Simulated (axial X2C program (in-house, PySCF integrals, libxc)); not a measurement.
**FCuF⁺: the levels of the configuration d8 s0**

Calculated with an axial X2C code built on PySCF integrals: two-component X2C with atomic mean-field Coulomb and Gaunt terms, basis F dyall-v3z, Cu dyall-v3z (cores contracted in-house). Orbitals come from Hartree–Fock averaged over the configuration Cu d8 s0; CI then distributes these electrons over the d, s shells of Cu.

F–Cu–F held linear, both bonds 1.649 Å (near the minimum of the configuration average).

Active spinors (ω > 0):

```
shell    ω  ε (eV)                    character
    d  3/2  -32.25                    100% Cu d
    d  5/2  -32.00                    100% Cu d
    d  1/2  -29.57            86% Cu d, 14% F p
    d  3/2  -29.46            87% Cu d, 14% F p
    d  1/2  -28.27   79% Cu d, 12% F p, 8% Cu s
    s  1/2   -6.01  69% Cu s, 16% Cu d, 10% F p
```

Lowest levels of this model:

```tsv
Ω	energy (cm⁻¹)	g∥	configuration
2	0	5.92	100% d8
1	187	2.11	100% d8
0	361	0.00	100% d8
0	1076	0.00	100% d8
3	3016	7.99	100% d8
1	3435	3.78	100% d8
0	3740	0.00	100% d8
2	4009	4.07	100% d8
1	4897	0.11	100% d8
4	8804	10.00	100% d8
3	10159	6.02	100% d8
0	11108	0.00	100% d8
2	11253	2.07	100% d8
1	15871	2.00	100% d8
2	17177	4.00	100% d8
0	22594	0.00	100% d8
0	22718	0.00	100% d8
```

g∥ is the magnitude of 2⟨Lz + ge Sz⟩ for the +Ω component.

(1) From Ω and g∥ of the lowest level, whose 2⟨Lz + ge Sz⟩ is positive, find ⟨Sz⟩ and ⟨Lz⟩ (ge = 2.0023).

Occupations of the active spinors in the lowest level by ω, shell by shell in order of energy: -5/2: 0.78; -3/2: 0.98 0.23; -1/2: 1.00 0.22 0.00; 1/2: 0.81 0.97 0.00; 3/2: 1.00 1.00; 5/2: 1.00. The leading determinant has weight 0.77 among 60.

This point took 1.6 s on 1 thread of Arm Neoverse N1, with other jobs on the host.

There is no dynamic correlation: spin–orbit spacings and, for f shells, spacings inside one term are the most reliable numbers, splittings between terms come out too wide, and energies between configurations are not reliable, so the lowest level need not be the ground state of the molecule. For d shells the ligand-field splittings (σ, π, δ) and their order can be off by a thousand cm⁻¹ or more. At most 4 roots were kept for each Ω > 0 (twice that for Ω = 0) within 3.2 eV of the lowest, so higher up levels can be missing between those listed; levels with Ω > 0 are doubly degenerate and listed once, Ω = 0 levels singly. Some active spinors are only partly of the character that their shell is named for, so the shell names and counts are nominal. States that fill the shells left empty in the average are placed too high. The molecule was held linear; bending was not examined.

Results:

(1) Ω = ⟨Lz⟩ + ⟨Sz⟩ = 2 and ⟨Lz⟩ + ge⟨Sz⟩ = 2.960, so ⟨Sz⟩ = 0.96 and ⟨Lz⟩ = 1.04.
